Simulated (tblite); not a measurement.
Run record: tight-binding relaxation, `F[CH](F)[GeH2]/[CH]=C1/C=CO1`.

Computed with GFN2-xTB geometry optimisation, gas phase (tblite 0.8.0). Start geometry: from a force field or distance geometry. A driver script takes a list of jobs; this job's settings line and coordinates (Å) are shown.

Command:
```bash
OMP_NUM_THREADS=1 python probes_run.py task.json out
```

Input:
```
{"job": {"kind": "relax", "xc": "GFN2-xTB", "basis": "xTB"}, "charge": 0, "multiplicity": 1}
F     -2.913900     1.363300    -0.523000
C     -2.633000     0.346900     0.362100
F     -3.769100    -0.326700     0.786300
Ge    -1.342000    -0.909700    -0.379900
C      0.188700     0.089900    -0.962200
C      1.254600     0.040100    -0.183000
C      2.592900     0.653000    -0.275300
C      2.926500     0.068000     0.886800
O      1.666800    -0.537700     1.005700
H     -2.219600     0.851400     1.274400
H     -1.926900    -1.819400    -1.467400
H     -0.964800    -1.859200     0.822500
H      0.182900     0.662700    -1.870800
H      3.121200     1.297900    -0.963200
H      3.831300     0.087300     1.465200
```

Output:
```
step      E/eV     max force
  0    -791.77610    2.456
  1    -792.01779    1.159
  2    -792.10959    0.862
  3    -792.16740    0.735
  4    -792.20879    0.718
  5    -792.24197    0.474
  6    -792.26040    0.368
  7    -792.27245    0.327
  8    -792.28250    0.338
  9    -792.29008    0.218
... (139 lines left out)
149    -792.38602    0.052
150    -792.38625    0.048
151    -792.38653    0.046
152    -792.38679    0.047
153    -792.38682    0.081
154    -792.38705    0.033
155    -792.38711    0.017
156    -792.38716    0.015
157    -792.38717    0.012
158    -792.38719    0.008
```

«max force» is the largest atomic force in eV/Å.

**Question.** From which step on does the largest force stay under 0.1 eV/Å, and how much energy is left to gain from there?

**Answer.** From step 81 (0.064 eV/Å), 27.2 meV above the end.

Main results: energy lowered by 14.1 kcal/mol over 158 steps; largest atomic force 0.008 eV/Å at the end.

**Question.** Where do the atoms end?

**Answer.** 0.678 Å rms from the input after alignment:
```
atom  x, y, z in Å
F1    -2.4272    1.4230    0.0287
C2    -2.1183    0.2788    0.6987
F3    -3.2956   -0.2174    1.1656
Ge4   -1.2979   -1.0335   -0.5760
C5     0.2852   -0.2120   -1.3683
C6     1.2156    0.1166   -0.4930
C7     2.5334    0.7075   -0.2569
C8     2.3272    0.4459    1.0445
O9     1.0643   -0.1294    0.8956
H10   -1.5101    0.5588    1.5667
H11   -2.3221   -1.3302   -1.6301
H12   -0.9686   -2.2779    0.1868
H13    0.4159   -0.0149   -2.4188
H14    3.2932    1.1439   -0.8655
H15    2.8005    0.5487    2.0001
```

**Question.** How long does this job take on Arm Neoverse N1, one thread, shared host with 64 logical CPUs at a one-minute load of 57?

**Answer.** About 1.8 s.
Labels such as C1 count atoms from 1, the log's own numbers from 0.
